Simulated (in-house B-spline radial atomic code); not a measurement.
# Binding energies in Sn

NIST's tabulated ground configuration is [Kr] 4d10 5s2 5p2; each binding energy is the energy of the ion with one electron taken from that subshell, relaxed, less that of the parent. All numbers are computed (Dirac-Kohn-Sham LDA VWN5, spherical fractional occupations; Fermi nucleus of rms radius 4.6519 fm) with a radial B-spline atomic code at the basis-set limit, not measured. Energies include first-order Breit, QED and recoil terms.

```json
{"subshell": "1s", "X-ray name": "K", "binding energy (eV)": "29209.3", "-ε (eV)": "28959.2", "relaxation (eV)": "-334.6"}
{"subshell": "2s", "X-ray name": "L1", "binding energy (eV)": "4419.8", "-ε (eV)": "4371.5", "relaxation (eV)": "-57.9"}
{"subshell": "2p1/2", "X-ray name": "L2", "binding energy (eV)": "4149.1", "-ε (eV)": "4085.8", "relaxation (eV)": "-72.5"}
{"subshell": "2p3/2", "X-ray name": "L3", "binding energy (eV)": "3917.3", "-ε (eV)": "3855.5", "relaxation (eV)": "-68.1"}
{"subshell": "3s", "X-ray name": "M1", "binding energy (eV)": "860.5", "-ε (eV)": "843.1", "relaxation (eV)": "-18.9"}
{"subshell": "3p1/2", "X-ray name": "M2", "binding energy (eV)": "745", "-ε (eV)": "726.8", "relaxation (eV)": "-19.5"}
{"subshell": "3p3/2", "X-ray name": "M3", "binding energy (eV)": "702.8", "-ε (eV)": "684.8", "relaxation (eV)": "-18.9"}
{"subshell": "3d3/2", "X-ray name": "M4", "binding energy (eV)": "499", "-ε (eV)": "478.4", "relaxation (eV)": "-20.9"}
{"subshell": "3d5/2", "X-ray name": "M5", "binding energy (eV)": "490.3", "-ε (eV)": "469.7", "relaxation (eV)": "-20.7"}
{"subshell": "4s", "X-ray name": "N1", "binding energy (eV)": "141.6", "-ε (eV)": "133.6", "relaxation (eV)": "-8.3"}
{"subshell": "4p1/2", "X-ray name": "N2", "binding energy (eV)": "102.6", "-ε (eV)": "94.8", "relaxation (eV)": "-8.0"}
{"subshell": "4p3/2", "X-ray name": "N3", "binding energy (eV)": "94.9", "-ε (eV)": "87.15", "relaxation (eV)": "-7.84"}
{"subshell": "4d3/2", "X-ray name": "N4", "binding energy (eV)": "33.44", "-ε (eV)": "26.52", "relaxation (eV)": "-6.91"}
{"subshell": "4d5/2", "X-ray name": "N5", "binding energy (eV)": "32.36", "-ε (eV)": "25.47", "relaxation (eV)": "-6.85"}
{"subshell": "5s", "X-ray name": "O1", "binding energy (eV)": "14.8", "-ε (eV)": "10.80", "relaxation (eV)": "-4.02"}
{"subshell": "5p", "X-ray name": "O2,3", "binding energy (eV)": "7.1", "-ε (eV)": "3.88", "relaxation (eV)": "-3.23"}
```

Relaxation = -ε minus the binding energy without Breit, QED and recoil terms. With a density functional, K lines can miss by some tenths of a per cent, more in light atoms. For a density functional the relaxation so defined is negative, because -ε of a Kohn-Sham level is smaller than the binding energy.

Emission lines follow as differences of binding energies, with λ = 12398.42 eV·Å / E:

| line | holes | energy (eV) | wavelength (Å) |
| --- | --- | --- | --- |
| K-L3 | 1s → 2p3/2 | 25292.0 | 0.49021 |
| K-L2 | 1s → 2p1/2 | 25060.2 | 0.49475 |
| K-M3 | 1s → 3p3/2 | 28506.5 | 0.43493 |
| L3-M5 | 2p3/2 → 3d5/2 | 3427.0 | 3.6179 |
| L2-M4 | 2p1/2 → 3d3/2 | 3650.1 | 3.3967 |
| L1-M3 | 2s → 3p3/2 | 3717.0 | 3.3356 |
| L3-M1 | 2p3/2 → 3s | 3056.8 | 4.056 |
| L2-N4 | 2p1/2 → 4d3/2 | 4115.7 | 3.0125 |

(1) What screening constant σ does Moseley's law, E = (3/4)·13.6057 eV·(Z - σ)², need for K-L3?

Moseley's non-relativistic formula needs a falling, then negative, screening constant for heavy elements, because relativity binds the 1s electron more strongly than the formula allows.

(2) What does it cost to remove two 4p1/2 electrons?

(3) What does it cost to remove both a 2p1/2 and a 3p1/2 electron?

(4) What does it cost to remove both a 4s and a 5s electron?

Results:

(1) σ = 0.21.

(2) 222.69 eV, which is 17.43 eV more than the two single binding energies together.

(3) 4948.1 eV, which is 54.02 eV more than the two single binding energies together.

(4) 166.86 eV, which is 10.44 eV more than the two single binding energies together.
